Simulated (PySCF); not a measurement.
Radial density of Hg (mercury, neutral)

r2SCAN, [Xe] 4f14 5d10 6s2, closed-shell 1S. All numbers are calculated (PySCF 2.14, the spin-free X2C one-electron Hamiltonian (Gaussian nucleus), in ANO-RCC-VTZP).

| r (bohr) | 4πr²ρ (e/bohr) |
| --- | --- |
| 0.0191 | 98.36 |
| 0.0321 | 118.5 |
| 0.0540 | 149.7 |
| 0.0909 | 116.3 |
| 0.153 | 138.3 |
| 0.257 | 76.71 |
| 0.432 | 83.90 |
| 0.727 | 27.76 |
| 1.22 | 15.34 |
| 2.06 | 4.095 |
| 3.46 | 0.6834 |
| 5.82 | 0.02983 |
| 9.79 | 8.335e-05 |

Densities and radii are taken from the X2C orbitals without a picture-change correction, which distorts them close to the nucleus.

Spin-orbit coupling, which splits the p, d and f shells strongly at this Z, is absent.
